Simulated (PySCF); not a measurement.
CH5ClF2Si2, SMILES C[Si](F)(F)[SiH2]Cl. Geometry: B3LYP-D3(BJ)/def2-SVP. The structure was generated by enumeration, and PubChem lists no compound with its InChIKey, so it may never have been made. One conformer was computed; it need not be the lowest.

**Question.** Give the equilibrium geometry at B3LYP-D3(BJ)/def2-SVP (PySCF confirms it by a frequency run) as Cartesian coordinates in Å. (The exact figures need the calculation; the answer reports its results.)

**Answer.** Several could match; the one computed here: 
```xyz
11

C     -2.1354    -0.5676    -0.0388
Si    -0.7924     0.7016     0.1122
F     -0.6055     1.1109     1.6747
F     -1.2187     2.0675    -0.6633
Si     1.2850    -0.0191    -0.6932
Cl     1.5203    -1.9386     0.1119
H     -1.8042    -1.5145     0.4158
H     -3.0530    -0.2323     0.4707
H     -2.3725    -0.7580    -1.0977
H      2.4188     0.8351    -0.2489
H      1.2993    -0.1292    -2.1782
```
Charge 0, spin multiplicity 1.
